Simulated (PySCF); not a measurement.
**Relaxation of singlet CeH₃⁺**

Computed with PBE0 in PySCF with Ce def2-TZVP with ECP28, H def2-TZVP; scalar-relativistic core potentials, no spin–orbit coupling; density-fitted integrals. A (50,194) grid was used.

A hand-made trigonal pyramidal start, of C3v symmetry, held to at least that symmetry:

```xyz
4
charge 1 multiplicity 1, angstrom
Ce    0.0000    0.0000   -0.0190
H     1.6873    0.0000    0.8782
H    -0.8437    1.4613    0.8782
H    -0.8437   -1.4613    0.8782
```

What does it relax to?

It ends at C3v with Ce–H 1.901 Å (×3); H–Ce–H 109.9° (×3). A frequency run shows a minimum. Other isomers or separated fragments may lie lower.

How much energy is released, and in how many steps?

5.5 kJ/mol in 6 steps.
